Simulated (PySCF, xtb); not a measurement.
C₃H₆GeO, SMILES C[C]1=C[O][GeH2]1.

GFN2-xTB in xtb at its own geometry gives an orbital gap of 4.29 eV and a dipole moment of 2.43 D.

The structure is a stationary point at PBE-D3(BJ)/def2-SVP. The structure was generated by enumeration, and PubChem lists no compound with its InChIKey, so it may never have been made.

Q: What does PBE/def2-TZVP (PySCF) give? (The exact figures need the calculation; the answer reports its results.)

A: gap 3.59 eV (levels -5.05 and -1.47 eV), dipole 1.85 D.
